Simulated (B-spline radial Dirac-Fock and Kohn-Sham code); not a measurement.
Energy-loss ionisation edge N5 of I

System: the free iodine atom, [Kr] 4d10 5s2 5p5. The computed values come from a radial finite-basis atomic code: the first Born approximation with generalised oscillator strengths from a Dirac-Hartree-Slater potential (longitudinal and transverse terms; continuum final states only, so no white lines or fine structure). The edge is taken at 57.48 eV (orbital energy of the model).

Partial cross sections σ(β, Δ) in barn, integrated over a window Δ above the edge and up to the collection semi-angle β, for parallel illumination:

| E₀ (kV) | β (mrad) | Δ = 25 eV | Δ = 50 eV | Δ = 100 eV | Δ = 200 eV | Δ = 300 eV |
| --- | --- | --- | --- | --- | --- | --- |
| 60 | 5 | 337000 | 414000 | 424000 | 429000 | 432000 |
| 60 | 10 | 441000 | 547000 | 562000 | 571000 | 577000 |
| 60 | 20 | 524000 | 660000 | 685000 | 701000 | 709000 |
| 60 | 50 | 561000 | 720000 | 764000 | 798000 | 814000 |
| 80 | 10 | 381000 | 474000 | 488000 | 496000 | 501000 |
| 80 | 100 | 460000 | 591000 | 628000 | 659000 | 676000 |
| 100 | 50 | 397000 | 509000 | 540000 | 565000 | 578000 |
| 100 | 100 | 397000 | 510000 | 541000 | 567000 | 582000 |
| 120 | 50 | 354000 | 454000 | 481000 | 504000 | 516000 |
| 120 | 100 | 354000 | 454000 | 482000 | 505000 | 518000 |
| 200 | 10 | 250000 | 314000 | 325000 | 333000 | 337000 |
| 200 | 20 | 265000 | 338000 | 356000 | 369000 | 375000 |
| 300 | 10 | ? | ? | ? | ? | ? |
| 300 | 100 | 224000 | 287000 | 303000 | 317000 | 325000 |

**Question.** Give the row for 300 kV and 10 mrad.

**Answer.** 216000 b for 25 eV, 274000 b for 50 eV, 285000 b for 100 eV, 292000 b for 200 eV, 296000 b for 300 eV.
